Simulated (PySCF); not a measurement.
**Electron correlation in Sn (tin, neutral)**

[Kr] 4d10 5s2 5p2, high-spin 3P determinant. All numbers are calculated (PySCF 2.14, a scalar-relativistic core potential, in cc-pVTZ-PP with ECP28MDF (5s4p3d1f, 39 functions)). Frozen: 4s2 4p6 4d10; 4 electrons correlated.

MP2 pair energies summed by pair of shells (mhartree):

```tsv
pair	energy	share (%)
5s-5p	-25.86	60.0
5s-5s	-13.11	30.4
5p-5p	-4.10	9.5
```

Total MP2 correlation energy: -43.07 mhartree.

Same-spin part -7.45 and opposite-spin part -35.62 mhartree; SCS-MP2 scales them by 1/3 and 6/5 to -45.23 mhartree.

```csv
level,correlation energy (mhartree)
CCSD,-56.11
(T),-1.56
CCSD(T),-57.67
```

Diagnostics: T1 = 0.0093, D1 = 0.0247, largest double amplitude 0.087.

Is a single reference adequate?

Mostly. T1 lies below 0.03, but a double amplitude of this size points to a near-degeneracy that CCSD handles and MP2 describes poorly.
